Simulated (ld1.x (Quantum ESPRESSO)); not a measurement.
## An all-electron radial function and its pseudo partner (I)

Columns: radius, all-electron u(r) and pseudo u(r) of the 5p shell (level -7.09 eV) of iodine in the configuration [Kr] 4d10 5s2 5p5; PBE, scalar-relativistic, TM scheme, ld1.x (Quantum ESPRESSO) 7.5.

| r (bohr) | all-electron | pseudo |
| --- | --- | --- |
| 0.107 | 0.0430 | -0.0028 |
| 0.214 | -0.2126 | -0.0112 |
| 0.321 | -0.0919 | -0.0254 |
| 0.428 | 0.1460 | -0.0457 |
| 0.535 | 0.3012 | -0.0727 |
| 0.642 | 0.3320 | -0.1067 |
| 0.749 | 0.2650 | -0.1483 |
| 0.856 | 0.1416 | -0.1975 |
| 0.963 | -0.0044 | -0.2542 |
| 1.070 | -0.1507 | -0.3173 |
| 1.177 | -0.2846 | -0.3848 |
| 1.284 | -0.4001 | -0.4536 |
| 1.391 | -0.4954 | -0.5200 |
| 1.498 | -0.5708 | -0.5800 |
| 1.605 | -0.6277 | -0.6303 |
| 1.712 | -0.6683 | -0.6688 |
| 1.819 | -0.6947 | -0.6947 |
| 1.926 | -0.7090 | -0.7090 |
| 2.033 | -0.7132 | -0.7132 |
| 2.140 | -0.7091 | -0.7091 |
| 2.247 | -0.6985 | -0.6985 |
| 2.354 | -0.6826 | -0.6826 |
| 2.461 | -0.6628 | -0.6628 |
| 2.568 | -0.6399 | -0.6399 |
| 2.675 | -0.6150 | -0.6150 |
| 2.782 | -0.5886 | -0.5886 |

(1) How many radial nodes do the two functions have?

(2) At about which radius was the pseudo-wave matched?

(3) Where does each function peak?

(4) Is the pseudo-wave norm-conserving?

## Answers

(1) The all-electron 5p function has n − l − 1 = 3; the pseudo-wave has 0, since the states of the same l below it are removed with the core.

(2) 1.95 bohr. The columns agree to 0.0005 from 1.71 bohr on; several derivatives are matched, so the curves merge somewhat inside the radius.

(3) Outermost all-electron maximum near 2.03 bohr, pseudo maximum near 2.03 bohr (to the table’s step).

(4) Yes: the TM scheme keeps the norm inside the radius equal to the all-electron one, which fixes the energy derivative of the logarithmic derivative at the level.
